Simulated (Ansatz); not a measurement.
| atom | x (Å) | y (Å) | z (Å) |
| --- | --- | --- | --- |
| H | 0.0000 | 0.0000 | -1.4462 |
| Be | 0.0000 | 0.0000 | 0.0000 |
| H | 0.0000 | 0.0000 | 1.4462 |

Basis set: def2-TZVP (spherical functions). All electrons are correlated. Charge 0, multiplicity 1.

Computed with Ansatz (development build ahead of 0.2.0); each method stands on the lowest determinant of its kind that the runs found. Restricted open shells among the atoms or ions are ROHF, correlated in semicanonical orbitals with singles.

The atomization energy at this shape (free ground-state atoms in the same class of orbitals less the molecule, no zero-point energy) of singlet BeH2:

| method | atomization energy |
| --- | --- |
| RHF | 5.20 eV |

Question: What does RHF-MP2 give?

Answer: 5.87 eV. Caution: the shape is not the minimum.
